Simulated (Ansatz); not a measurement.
Reaction (substitution at a C–Si bond): `BC[SiH2]CF` + `FCS` → `BCSCF` + `FC[SiH3]`

Calculated with Ansatz (gas phase, PBE0-D4/def2-TZVP geometries, no zero-point term in ΔE). CBS: MP2 limit from def2 TZ/QZ plus the TZ coupled-cluster correction, frozen cores. DFT in def2-TZVPP. B3LYP here is the variant with VWN-RPA as its local correlation; programs differ in this. Each species was taken in one conformer, which may not be the lowest.

```csv
level,ΔE (eV)
B3LYP-D4,0.61
ωB97X-V,0.60
CCSD(T)/def2-TZVPP,0.65
MP2/CBS(def2),0.64
```

(1) What does CCSD(T)/CBS give? (Best estimate.)

Largest T1 diagnostic among the species: 0.011.

Answers

(1) The calculation gave: +0.63 eV. The listed levels differ from it by -0.02, -0.03, 0.02, 0.01 eV.

In def2-TZVPP, CCSD(T) changes the Hartree–Fock value by +0.09 eV (the triples alone add +0.00 eV) and MP2 by +0.10 eV.
